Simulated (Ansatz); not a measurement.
Consider the redistribution: `[K][Br]` + `[OH][GeH]` → `[OH][K]` + `[GeH][Br]`.

Computed with Ansatz on PBE0-D4/def2-TZVP structures; ΔE is electronic, products minus reactants. CCSD(T)/CBS adds triple-zeta CCSD(T) − MP2 to the extrapolated MP2 energy (def2 sets, frozen cores). DFT in def2-TZVPP. B3LYP here is the variant with VWN-RPA as its local correlation; programs differ in this. HSE06 is defined as in plane-wave codes. For Br, Ge, K outer-core shells are correlated without core-valence functions, which leaves a few kJ/mol of doubt a bond. Scalar relativity is left out up to krypton.

CCSD(T)/CBS gives +121.2 kJ/mol.

Question: Another level gave +134.1 kJ/mol. Which?
A. MP2/def2-TZVPP
B. HSE06/def2-TZVPP
C. PBE/def2-TZVPP
D. B3LYP-D4/def2-TZVPP

Answer: A. MP2/def2-TZVPP 134.1, B3LYP-D4 122.3, HSE06 128.2, PBE 116.4 kJ/mol.

Largest T1 diagnostic among the species: 0.016.

Leaving LDA and LC-ωPBE aside and taking each functional with its dispersion term where it has one, the values, not all of them listed here, spread over 25.3 kJ/mol, from BLYP-D4 to PBE-QIDH. In def2-TZVPP, CCSD(T) changes the Hartree–Fock value by −23.4 kJ/mol (the triples alone add −2.0 kJ/mol) and MP2 by −27.1 kJ/mol. At CCSD(T), def2-SVP lies +30.3 kJ/mol from the extrapolated value and def2-TZVPP +16.7 kJ/mol.
